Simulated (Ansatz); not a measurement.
Species: CH3BI2O (charge 0, singlet). 
Geometry from a B3LYP-D3(BJ)/def2-TZVP (Ansatz, a first-principles code) optimisation:
```
O
B 1 1.3247
C 1 1.4331 2 126.55
H 3 1.0866 1 106.63 2 -180.00
H 3 1.0892 4 110.23 1 119.51
H 3 1.0892 4 110.23 5 120.98
I 2 2.1483 1 117.69 3 -180.00
I 2 2.1636 1 122.66 3 0.00
```
Charge 0, spin multiplicity 1.

Total electronic energies in hartree. Valence correlation only, unless marked. Spin-orbit coupling is left out. The frozen core is the preceding noble-gas configuration, with the filled d and f shells of earlier blocks. In def2 rows, elements after Kr have scalar-relativistic effective core potentials. CBS(X,Y): correlation extrapolated as X^-3; Hartree-Fock from the larger set. [CCSD(T)-MP2]/basis is that difference in the basis named.

```csv
level,program,energy (Eh)
HF/def2-SVPD,Ansatz,-732.46554
PBE0-D3(BJ)/def2-TZVPD,Ansatz + dftd3,-735.42540
PBE0/def2-QZVPP,Ansatz,[?]
CAM-B3LYP-D3(BJ)/def2-TZVPD,Ansatz + dftd3,[?]
MP2/def2-TZVPP,Ansatz,-733.41829
MP2/def2-QZVPP,Ansatz,-733.50194
CCSD(T)/def2-TZVPPD,Ansatz,-733.49910
"RI-MP2/CBS(def2-TZVPP,def2-QZVPP)+[CCSD(T)-MP2]/def2-SVP",Ansatz,-733.6134
"CCSD(T)/CBS(def2-TZVPPD,def2-QZVPPD)",Ansatz,-733.6275
```

Complete the blanks.


- PBE0/def2-QZVPP, energy (Eh): -735.42782
- CAM-B3LYP-D3(BJ)/def2-TZVPD, energy (Eh): -735.50409
